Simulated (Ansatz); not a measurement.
Species: sum formula SiHF$_{3}$, charge 0, multiplicity 1. 
Coordinates optimised at B3LYP-D3(BJ)/def2-TZVP (Ansatz, a quantum-chemistry and plane-wave program):
```
Si
F 1 1.5787
F 1 1.5787 2 108.26
F 1 1.5787 2 108.26 3 -117.16
H 1 1.4565 2 110.65 3 121.42
```

Basis-set convergence of Hartree-Fock and CCSD(T) correlation energies (hartree) with Ansatz. Correlated levels leave the core frozen unless marked. No spin-orbit coupling. Non-relativistic.

| basis | functions | E(HF) | E(corr, CCSD(T)) |
|---|---|---|---|
| cc-pV(D+d)Z | 70 | -588.03615 | -0.67660 |
| cc-pV(T+d)Z | 143 | -588.18384 | -0.89949 |
| cc-pV(Q+d)Z | 259 | -588.21813 | -0.98002 |
| cc-pV(5+d)Z | 428 | -588.22574 | -1.01002 |

Extrapolating the two largest sets (X = 4 and 5) as X^-3: E(corr) = (125·(-1.01002) - 64·(-0.98002))/61 = -1.0415 Eh, an estimate of the basis-set limit. The largest set recovers 97.0 % of it, the smallest 65.0 %.
